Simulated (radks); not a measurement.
All-electron atom: Dy LXIII in [He] 2s2.

Calculated with a radial shooting solver on a logarithmic mesh with Libxc functionals: Dirac Kohn-Sham, exchange-only PBE, spin-unpolarised, spherical densities, finite nucleus; Fermi nuclear charge, rms radius 5.2218 fm.

Energy parts (hartree):
total: -5707.1801
kinetic: 6539.6994
electron-nucleus: -12359.8588
Hartree: 172.3054
exchange: -59.3260

Orbitals (lengths in bohr, moments of r in powers of bohr; <r^-3> diverges for s and p1/2; r(max) is where P^2 peaks):
| orbital | occ. | eigenvalue (hartree) | <r^-3> | <r^2> | r(max) |
|---|---|---|---|---|---|
| 1s1/2 | 2 | -2229.591 | - | 0.0006038 | 0.01335 |
| 2s1/2 | 2 | -545.9292 | - | 0.008552 | 0.07391 |

The highest occupied level is 2s1/2 at -14855.5 eV. The density falls to 0.001 e/bohr^3 at r = 0.32 bohr.
